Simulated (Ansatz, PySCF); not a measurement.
Molecule: C₃H₃ (charge +1, singlet). It need not be the lowest isomer of its formula. SMILES: [CH][C][CH2+]
Structure (B3LYP-D3(BJ)/def2-TZVP (Ansatz, a first-principles code) minimum search):
```xyz
6

C     -1.2055    -0.2741    -0.0114
C      0.1021     0.0232     0.0010
C      1.2954     0.2946     0.0123
H     -1.6059    -1.0478     0.6419
H     -1.8893     0.2530    -0.6751
H      2.3426     0.5327     0.0222
```
Charge +1, spin multiplicity 1.

Quantity: vertical ionisation energy (to the doublet state of charge +2; each state is the SCF solution reached for its spin; for the singlet the Hartree-Fock reference is unstable and T1 is 0.021), in eV. Valence correlation only, unless marked. Open shells are spin-unrestricted. Spin-orbit coupling is left out. No relativistic terms. Basis-set limits of correlation are two-point, X^-3; Hartree-Fock from the larger set. The bracket is a focal-point correction in the basis named.

```
level                                                          program  vertical ionisation energy (eV)
-------------------------------------------------------------  -------  -------------------------------
PBE0/def2-TZVPD                                                 Ansatz                            18.02
wB97X-V/def2-TZVPD                                              Ansatz                            18.02
MP2/aug-cc-pVTZ                                                 Ansatz                            18.50
SCS-MP2/aug-cc-pVDZ                                             Ansatz                            18.33
CCSD/aug-cc-pVDZ                                                Ansatz                            17.99
CCSD(T)/aug-cc-pVTZ                                             Ansatz                            18.26
RI-MP2/CBS(aug-cc-pVTZ,aug-cc-pVQZ)+[CCSD(T)-MP2]/aug-cc-pVTZ   Ansatz                            18.36
```

For comparison, minus the highest occupied orbital energy (PySCF): 14.72 eV at TPSSh/def2-TZVPD, 14.27 eV at BP86/def2-TZVPD, 16.15 eV at MN15/def2-TZVPD.
